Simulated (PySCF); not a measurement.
Xe²⁺: interval between two levels

Xe²⁺ [Kr] 4d10 5s2 5p4 [3P2, M_J = 2] → Xe²⁺ [Kr] 4d10 5s1 5p4 6s1 [5P3, M_J = 3], as a difference of total energies. Computed with PySCF 2.14 in x2c-TZVPall-2c with one added diffuse shell each of s, p, d, f type (9s10p6d3f, 90 functions), with the two-component X2C-1e Hamiltonian. Correlated levels: [Ar] 3d10 frozen; the 6 highest virtual spinors dropped. "Screened" scales the spin-orbit matrix elements by Boettger's factors to mimic the two-electron term; Breit and QED terms are absent.

```
                    method  interval between two levels (cm⁻¹)
           GHF (spin-free)                              216290
          GMP2 (spin-free)                              218610
 GHF (screened spin-orbit)                              217090
GMP2 (screened spin-orbit)                              219270
```

The labels give the starting determinants; with spin-orbit coupling the two ends relaxed to ⟨J²⟩ = 6.02, ⟨L²⟩ = 2.44, ⟨S²⟩ = 1.83 and ⟨J²⟩ = 12.04, ⟨L²⟩ = 2.18, ⟨S²⟩ = 5.93.

The promoted electron is Rydberg-like, and one or two diffuse shells describe it only roughly, which tends to raise the upper state.
